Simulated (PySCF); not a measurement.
PySCF input file for penta-1,4-dien-3-amine (C₅H₉N), SMILES C=CC(N)C=C, PBE-D3(BJ)/def2-SVP. Geometry optimised at PBE-D3(BJ)/def2-SVP. The values are those of a single conformer.

```python
import numpy as np
from pyscf import gto, scf, dft, df
from pyscf.hessian import thermo

mol = gto.M(
    atom='''
    C     1.61899801    1.27097066    1.18481240
    C     1.10866375    0.67359586    0.09320744
    C     0.04687579   -0.40741427    0.10375739
    N     0.56055185   -1.70415629   -0.37930181
    C    -1.13787770    0.00989544   -0.73457848
    C    -2.36135503    0.29782431   -0.26366705
    H     2.42056795    2.02279076    1.11513380
    H     1.24671226    1.02748498    2.19458759
    H     1.49753886    0.93989961   -0.90881426
    H    -0.29731669   -0.54844094    1.15227481
    H     0.82406860   -1.61168375   -1.37156769
    H     1.44144608   -1.91023199    0.11252171
    H    -0.93912528    0.09792551   -1.82045983
    H    -2.59325871    0.22516404    0.81197220
    H    -3.17632506    0.61695400   -0.93172572
    ''',
    basis='def2-SVP',
    charge=0,
    spin=0,
    max_memory=1600,
    verbose=3,
)
mf = dft.RKS(mol, xc='pbe').density_fit(auxbasis='def2-universal-jkfit')
mf.disp = 'd3bj'
mf.grids.level = 3
mf.conv_tol = 1e-11
mf.max_cycle = 100
mf.kernel()

# [left out here: the lines that compute and print the analytic Hessian (its translational invariance restored by hand, since the grid's response is missing), thermochemistry and intensities]
```

Output:

```
[...]
       6   H                -0.03 -0.05 -0.17   -0.00 -0.03 -0.13    0.01  0.01  0.11
       7   H                 0.10  0.11  0.13   -0.13 -0.13 -0.12    0.17  0.19  0.18
       8   H                -0.24 -0.26 -0.25    0.17  0.18  0.14   -0.34 -0.33 -0.28
       9   H                -0.45 -0.37 -0.18   -0.32 -0.33 -0.16    0.08  0.26  0.01
      10   H                 0.04 -0.06  0.00    0.03 -0.00  0.02   -0.01  0.09  0.01
      11   H                 0.00  0.10  0.01    0.02  0.02 -0.04    0.01 -0.05 -0.03
      12   H                -0.26  0.06 -0.02    0.51 -0.15  0.02    0.49 -0.12  0.03
      13   H                 0.06 -0.03 -0.02   -0.32  0.07  0.01   -0.21  0.08  0.02
      14   H                -0.08  0.03  0.07   -0.05  0.03  0.07   -0.02 -0.02  0.02
Mode                                24                  25                  26
Irrep
Freq [cm^-1]                     1325.2456           1376.4780           1388.5002
Reduced mass [au]                   1.3061              1.1811              1.2666
Force const [Dyne/A]                1.3515              1.3185              1.4388
Char temp [K]                    1906.7334           1980.4454           1997.7427
Normal mode                   x     y     z       x     y     z       x     y     z
       0   C                -0.00 -0.00 -0.01   -0.01 -0.01 -0.04    0.01  0.01  0.02
       1   C                -0.01  0.00  0.00   -0.05 -0.06 -0.05    0.02  0.01  0.01
       2   C                 0.05 -0.07  0.08    0.02  0.04  0.01   -0.07  0.02 -0.04
       3   N                -0.01  0.01 -0.07   -0.00 -0.00  0.01    0.01 -0.01  0.02
       4   C                 0.03 -0.01 -0.02    0.02 -0.01  0.00    0.08 -0.02  0.01
       5   C                -0.01  0.00 -0.00    0.01 -0.00 -0.01    0.04 -0.01 -0.03
       6   H                 0.02 -0.02  0.00   -0.00  0.07  0.62   -0.01  0.00 -0.17
       7   H                -0.02  0.01 -0.01    0.35  0.36  0.19   -0.09 -0.11 -0.05
       8   H                 0.03  0.06  0.04    0.15  0.15  0.09   -0.04 -0.05 -0.03
       9   H                -0.23  0.55  0.08   -0.06 -0.18 -0.05    0.23 -0.12  0.04
      10   H                 0.10 -0.31 -0.06    0.01 -0.00  0.01   -0.06  0.10  0.01
      11   H                -0.08  0.31  0.18    0.01 -0.02 -0.02    0.01 -0.11 -0.03
      12   H                -0.10  0.05 -0.05   -0.08  0.01 -0.01   -0.18  0.05 -0.02
      13   H                -0.23  0.08 -0.03   -0.15  0.03 -0.04   -0.46  0.15 -0.12
      14   H                -0.17  0.02  0.19   -0.11  0.03  0.15   -0.35  0.04  0.45
Mode                                27                  28                  29
Irrep
Freq [cm^-1]                     1578.3433           1656.3969           1679.1061
Reduced mass [au]                   1.0921              5.2618              5.4111
Force const [Dyne/A]                1.6029              8.5058              8.9886
Char temp [K]                    2270.8846           2383.1863           2415.8598
Normal mode                   x     y     z       x     y     z       x     y     z
       0   C                 0.00  0.00  0.00   -0.07 -0.08 -0.14   -0.01 -0.01 -0.02
       1   C                 0.00 -0.00 -0.00    0.09  0.10  0.14    0.02  0.02  0.03
       2   C                -0.02 -0.02  0.00   -0.03 -0.02 -0.02    0.03 -0.01  0.00
       3   N                -0.05  0.04  0.03   -0.00 -0.00  0.00    0.00 -0.00 -0.00
       4   C                -0.01  0.00  0.01    0.03 -0.01 -0.01   -0.19  0.05  0.04
       5   C                 0.01 -0.00 -0.01   -0.03  0.01  0.01    0.16 -0.04 -0.06
       6   H                 0.00  0.00 -0.01   -0.09 -0.07  0.15   -0.01 -0.02  0.02
       7   H                -0.01 -0.01 -0.00    0.15  0.14 -0.03    0.02  0.03 -0.00
       8   H                 0.01  0.01  0.00   -0.13 -0.12  0.02   -0.03 -0.03 -0.00
       9   H                -0.00  0.06  0.02    0.06  0.05  0.02   -0.06  0.03 -0.02
      10   H                 0.58 -0.33  0.13    0.01  0.00  0.00   -0.03  0.02 -0.01
      11   H                 0.28 -0.17 -0.59    0.01 -0.00 -0.02   -0.01  0.01  0.03
      12   H                -0.01  0.01  0.01   -0.01  0.01 -0.02    0.12 -0.05  0.11
      13   H                -0.01  0.01 -0.01    0.02 -0.01  0.02   -0.13  0.05 -0.14
      14   H                -0.01 -0.01  0.02   -0.00  0.00 -0.03    0.01 -0.02  0.17
Mode                                30                  31                  32
Irrep
Freq [cm^-1]                     2968.9080           3047.6196           3052.2054
Reduced mass [au]                   1.0858              1.0824              1.0799
Force const [Dyne/A]                5.6387              5.9231              5.9272
Char temp [K]                    4271.5977           4384.8461           4391.4440
Normal mode                   x     y     z       x     y     z       x     y     z
       0   C                 0.00  0.00  0.00   -0.01 -0.01 -0.01   -0.01 -0.01 -0.01
       1   C                -0.00 -0.00  0.00    0.02  0.01 -0.05    0.02  0.01 -0.05
       2   C                 0.02  0.01 -0.08   -0.00 -0.00  0.00    0.00  0.00 -0.01
       3   N                -0.00 -0.00  0.00   -0.00  0.00  0.00   -0.00 -0.00  0.00
       4   C                -0.00 -0.00  0.01   -0.01 -0.00  0.06    0.01  0.00 -0.05
       5   C                -0.00 -0.00  0.00   -0.01  0.00  0.00    0.01 -0.00 -0.00
       6   H                -0.01 -0.01  0.00    0.12  0.11 -0.01    0.17  0.15 -0.02
       7   H                 0.01  0.01 -0.01   -0.05 -0.03  0.12   -0.07 -0.05  0.19
       8   H                 0.02  0.01 -0.06   -0.21 -0.15  0.54   -0.23 -0.16  0.58
       9   H                -0.29 -0.13  0.90    0.00  0.00 -0.00   -0.03 -0.01  0.08
      10   H                 0.01  0.01 -0.02    0.00 -0.00  0.00   -0.00  0.00 -0.00
      11   H                 0.00 -0.00 -0.00    0.00 -0.00 -0.00    0.00  0.00  0.00
      12   H                 0.01  0.00 -0.06    0.12  0.06 -0.68   -0.10 -0.05  0.59
      13   H                -0.00  0.00 -0.01    0.02  0.01 -0.10   -0.02 -0.01  0.11
      14   H                 0.00 -0.00  0.01    0.11 -0.04  0.10   -0.11  0.04 -0.10
Mode                                33                  34                  35
Irrep
Freq [cm^-1]                     3066.9340           3071.9545           3163.1484
Reduced mass [au]                   1.0716              1.0687              1.1164
Force const [Dyne/A]                5.9386              5.9420              6.5810
Char temp [K]                    4412.6352           4419.8586           4551.0662
Normal mode                   x     y     z       x     y     z       x     y     z
       0   C                 0.02  0.02  0.06   -0.00 -0.00 -0.00   -0.06 -0.05  0.05
       1   C                 0.01  0.00 -0.03   -0.00 -0.00  0.00   -0.00 -0.00  0.01
       2   C                 0.00 -0.00 -0.00   -0.00  0.00  0.00    0.00  0.00  0.00
       3   N                -0.00  0.00  0.00    0.00 -0.00  0.00    0.00  0.00 -0.00
       4   C                -0.00  0.00 -0.00   -0.01  0.00  0.02    0.00 -0.00 -0.00
       5   C                 0.00 -0.00 -0.00    0.06 -0.01 -0.03   -0.00  0.00 -0.00
       6   H                -0.38 -0.36  0.05    0.02  0.02 -0.00    0.54  0.51 -0.04
       7   H                 0.25  0.17 -0.66   -0.01 -0.01  0.04    0.19  0.12 -0.52
       8   H                -0.12 -0.08  0.31    0.01  0.01 -0.04    0.03  0.02 -0.07
       9   H                -0.00 -0.00  0.01    0.00  0.00 -0.01    0.00  0.00 -0.00
      10   H                 0.00  0.00 -0.00    0.00 -0.00  0.00   -0.00 -0.00  0.00
      11   H                -0.00 -0.00  0.00   -0.00 -0.00 -0.00   -0.00  0.00  0.00
      12   H                -0.00 -0.00  0.03    0.04  0.02 -0.24   -0.00  0.00 -0.00
      13   H                -0.01 -0.00  0.05   -0.15 -0.05  0.72   -0.00 -0.00  0.02
      14   H                -0.03  0.01 -0.03   -0.42  0.17 -0.36    0.02 -0.01  0.01
Mode                                36                  37                  38
Irrep
Freq [cm^-1]                     3168.1831           3380.3887           3464.0758
Reduced mass [au]                   1.1168              1.0509              1.0911
Force const [Dyne/A]                6.6045              7.0752              7.7138
Char temp [K]                    4558.3101           4863.6267           4984.0338
Normal mode                   x     y     z       x     y     z       x     y     z
       0   C                -0.00 -0.00  0.00    0.00  0.00  0.00   -0.00  0.00 -0.00
       1   C                -0.00 -0.00  0.00   -0.00  0.00  0.00   -0.00  0.00 -0.00
       2   C                -0.00  0.00  0.00    0.00  0.00 -0.00    0.00 -0.00  0.00
       3   N                 0.00 -0.00 -0.00    0.05 -0.01 -0.03    0.03 -0.01  0.07
       4   C                -0.00 -0.00  0.01   -0.00 -0.00 -0.00    0.00  0.00 -0.00
       5   C                 0.04 -0.02  0.08   -0.00 -0.00  0.00   -0.00 -0.00  0.00
       6   H                 0.02  0.02 -0.00    0.00 -0.00  0.00    0.00 -0.00 -0.00
       7   H                 0.01  0.00 -0.02    0.00  0.00  0.00   -0.00 -0.00  0.00
       8   H                 0.00  0.00 -0.00   -0.00 -0.00 -0.00    0.00  0.00  0.00
       9   H                -0.00  0.00 -0.01   -0.00 -0.01  0.01    0.00  0.00 -0.01
      10   H                 0.00 -0.00 -0.00   -0.15 -0.05  0.72    0.16  0.05 -0.60
      11   H                 0.00 -0.00 -0.00   -0.52  0.14 -0.33   -0.62  0.15 -0.35
      12   H                 0.01  0.01 -0.07    0.00 -0.00  0.00   -0.00  0.00  0.00
      13   H                 0.13  0.04 -0.58   -0.00 -0.00 -0.00    0.00  0.00 -0.00
      14   H                -0.54  0.21 -0.44    0.00  0.00  0.00    0.00  0.00 -0.00
temperature 298.1500 [K]
pressure 101325.00 [Pa]
Rotational constants [GHz] 4.85414 2.53414 1.87091
Symmetry number 1
Zero-point energy (ZPE) 0.12639 [Eh]   331838.162 [J/mol]
                           tot       elec      trans        rot        vib
Entropy [J/mol/K]       350.077      0.000    163.876    113.125     73.076
Cv [J/mol/K]            112.018      0.000     12.472     12.472     87.075
Cp [J/mol/K]            120.332      0.000     20.786     12.472     87.075
Internal energy [J/mol]                      3718.434   3718.434 344064.113
Internal energy [Eh]   -249.99865  -250.13253
Enthalpy [J/mol]                             6197.391   3718.434 344064.113
Enthalpy [Eh]          -249.99771
Gibbs free energy [J/mol]                  -42662.343 -30009.678 322276.455
Gibbs free energy [Eh] -250.03746
mode   freq/cm-1   IR/(km/mol)
   1       72.33         0.246
   2      105.91         0.041
   3      232.28        26.338
   4      257.51        14.612
   5      279.80         0.786
   6      316.16         3.315
   7      414.04         3.029
   8      514.24         1.049
   9      623.07        16.564
  10      709.36        17.267
  11      823.41        91.249
  12      867.40       100.385
  13      890.83        27.963
  14      902.42        36.045
  15      935.83        18.550
  16      982.53         6.448
  17      988.45        17.063
  18     1022.45         2.114
  19     1084.39         8.000
  20     1112.20        11.030
  21     1192.56         0.754
  22     1233.32         4.386
  23     1261.93         2.797
  24     1269.10         5.822
  25     1325.25         2.951
  26     1376.48         5.205
  27     1388.50         7.732
  28     1578.34        20.210
  29     1656.40         8.968
  30     1679.11         3.577
  31     2968.91        13.650
  32     3047.62         0.264
  33     3052.21        38.019
  34     3066.93         2.716
  35     3071.95         3.535
  36     3163.15         9.160
  37     3168.18         9.121
  38     3380.39         0.545
  39     3464.08         0.123
max |gradient| / (hartree/bohr): 2.5262085776560432e-05
APT charges: [-0.1288  0.0132  0.3188 -0.4607  0.0153 -0.0938  0.0384  0.0233  0.0053
 -0.0487  0.1322  0.1218  0.0014  0.0285  0.0338]
```

Self-consistency was reached.
